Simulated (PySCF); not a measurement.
# Correlation energy of Cu³⁺ (copper, charge +3)

[Ar] 3d8, high-spin 3F determinant. Computed with PySCF 2.14 in aug-cc-pVDZ-PP with ECP10MDF (5s5p4d2f, 54 functions), with a scalar-relativistic core potential. Frozen: 3s2 3p6; 8 electrons correlated.

| level | correlation energy (mhartree) |
| --- | --- |
| CCSD | -200.27 |
| (T) | -2.15 |
| CCSD(T) | -202.42 |

Diagnostics: T1 = 0.0047, D1 = 0.0068, largest double amplitude 0.017.

Task: Is a single reference adequate?

Result: Yes: T1 lies below 0.03 and no double amplitude reaches 0.07.
